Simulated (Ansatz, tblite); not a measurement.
Spin states of the cluster ZrSe2 (the lowest singlet isomer of a short search), each relaxed with PBE-D4/def2-TZVP in Ansatz. Electronic energies in the gas phase.

In the def2 sets Zr takes a core potential, while STO-3G treats all electrons; there is no spin–orbit coupling. The xTB rows come from tblite. Correlated methods freeze 18 core orbitals; core or outer-core shells of Zr, Se are correlated, in sets that lack core-valence functions. The structure comes from a short search, and lower isomers may exist.

Singlet geometry (C2v within 0.1 Å):

```xyz
3

Zr   -0.0091   -0.6775    0.6191
Se   -1.9047    0.2572   -0.4267
Se    1.9138    0.4203   -0.1924
```

Triplet geometry (C2v within 0.1 Å):

```xyz
3

Zr    0.297   -0.416    1.015
Se   -1.775    0.137   -0.060
Se    1.478    0.279   -0.955
```

Quintet geometry (C2v within 0.1 Å):

Cartesian coordinates in Å:
```
Zr -0.3001 0.6471 -0.3596
Se 0.8552 -1.1013 -1.8081
Se -0.5551 0.4542 2.1678
```

Only these spin states were relaxed. Higher spins weren't run and may lie lower.

```tsv
level	triplet − singlet (kcal/mol)	quintet − singlet (kcal/mol)	lowest of these	remarks
GFN1-xTB	33.8	75.7	singlet	–
GFN2-xTB	31.0	82.8	singlet	–
HF/STO-3G	6.4	25.8	singlet	spin-contaminated (⟨S²⟩ 2.23) (triplet)
HF/def2-TZVP	7.1	8.7	singlet	spin-contaminated (⟨S²⟩ 2.17) (triplet)
PBE-D4/def2-TZVP	19.9	78.3	singlet	–
revPBE-D4/def2-TZVP	19.8	76.5	singlet	–
r2SCAN-D4/def2-TZVP	19.3	72.0	singlet	–
B97M-V/def2-TZVP	19.4	69.2	singlet	–
PBE0-D4/def2-TZVP	19.9	70.0	singlet	–
r2SCAN0-D4/def2-TZVP	18.3	62.9	singlet	–
ωB97M-V/def2-TZVP	22.0	64.5	singlet	–
RPA@PBE/def2-TZVP	18.4	66.9	singlet	–
```

| state | donor atoms | mean metal–ligand distance (Å) | range (Å) | Mulliken spin on the metal (PBE0) |
| --- | --- | --- | --- | --- |
| singlet | 2 | 2.358 | 2.36–2.36 | 0 |
| triplet | 2 | 2.399 | 2.40–2.40 | 1.02 |
| quintet | 2 | 2.548 | 2.55–2.55 | 2.12 |

⟨S²⟩ at PBE0-D4/def2-TZVP: singlet 0.00 (pure 0.00), triplet 2.02 (pure 2.00), quintet 6.01 (pure 6.00).

Change of the quintet − singlet gap on mixing in exact exchange, in kcal/mol: PBE to PBE0 (25 % exact exchange) -8.4; r2SCAN to r2SCAN0 (25 % exact exchange) -9.1.

The xTB methods have no spin-polarisation term.
